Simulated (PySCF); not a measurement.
CH4Cl2NTa, SMILES [NH]=[Ta]([CH3])([Cl])[Cl], multiplicity 1. The structure is a stationary point at PBE-D3(BJ)/def2-SVP. The multiplicity is an assumed one; other spin states were not compared. The def2 effective core potentials stand for the cores of Ta; spin–orbit coupling is left out.

Computed equilibrium geometry at PBE-D3(BJ)/def2-SVP (PySCF confirms it by a frequency run) as Cartesian coordinates in Å, and its point group:
point group Cs.
```xyz
9

Ta     0.0758     0.1291     0.0000
N      1.6371     0.9595     0.0000
H      2.5686     1.3793     0.0000
Cl    -0.2119    -1.0126     2.0048
Cl    -0.2119    -1.0126    -2.0048
C     -1.2909     1.7789     0.0000
H     -1.1389     2.4182     0.8958
H     -2.3362     1.3968     0.0000
H     -1.1389     2.4182    -0.8958
```
